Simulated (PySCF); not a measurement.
Molecule: `N(C)C1=CC=NC=C1`, C6H8N2.

Atoms are numbered as in `[CH3:1][NH:2][c:3]1[cH:4][cH:5][n:6][cH:7][cH:8]1`. Hydrogens are named by the atom that carries them.

Geometry PBE0-D3(BJ)/def2-SVP throughout; GIAO in PySCF 2.14.0 with density-fitted response routines, gas phase, one conformer, non-relativistic; equivalent atoms averaged; functional PBE0.

For orientation, STO-3G gives these absolute shieldings σ: C5/C7 114.4, C4/C8 138.6, C1 200.7, N6 50.0, N2 264.6, H(C5)/H(C7) 24.42, H(C4)/H(C8) 26.60, H(N2) 29.87, H(C1) 30.31 ppm.

A run gave: C5/C7 28.5, C4/C8 75.2, C1 155.3, N6 -57.5, N2 187.4, H(C5)/H(C7) 22.93, H(C4)/H(C8) 25.12, H(N2) 28.12, H(C1) 28.49 ppm (absolute shieldings σ).

Problem. Which basis set was used in that run?
A. 6-311+G(2d,p)
B. pcSseg-0
C. 6-31G*
D. aug-cc-pVDZ
E. pcSseg-1

Solution. E. N6 tells them apart best: pcSseg-1 gives -57.5, aug-cc-pVDZ gives -26.4, 6-31G* gives -18.6, 6-311+G(2d,p) gives -48.4, pcSseg-0 gives -77.4 ppm.
